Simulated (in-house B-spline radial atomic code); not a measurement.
S2+: [Ne] 3s2 3p2

Level of theory: non-relativistic HSE06, spin-polarised, spherical fractional occupations, point nucleus; calculated with an all-electron radial atomic-structure program (B-spline basis).

Screening seen three ways: the hydrogenic charge with the same mean radius, Z_r = [3n² - l(l+1)]/(2<r>), the one with the same energy, Z_e = n√(-2ε), and Slater's rules. Values are occupation-weighted means over spin.

```json
{"shell": "1s", "electrons": "2", "ε (eV)": "-2450.3", "<r> (bohr)": "0.09725", "Z_r": "15.42", "Z_e": "13.42", "Slater": "15.70"}
{"shell": "2s", "electrons": "2", "ε (eV)": "-244.65", "<r> (bohr)": "0.479", "Z_r": "12.53", "Z_e": "8.48", "Slater": "11.85"}
{"shell": "2p", "electrons": "6", "ε (eV)": "-188.39", "<r> (bohr)": "0.4419", "Z_r": "11.31", "Z_e": "7.44", "Slater": "11.85"}
{"shell": "3s", "electrons": "2", "ε (eV)": "-40.461", "<r> (bohr)": "1.583", "Z_r": "8.53", "Z_e": "5.17", "Slater": "6.15"}
{"shell": "3p", "electrons": "2", "ε (eV)": "-29.477", "<r> (bohr)": "1.765", "Z_r": "7.08", "Z_e": "4.42", "Slater": "6.15"}
```

The least bound orbital is 3p up at -29.48 eV, and it is also the most diffuse (<r> = 1.765 bohr).

Caution: exact exchange at fractional occupations of open shells leaves self-interaction of up to several eV.
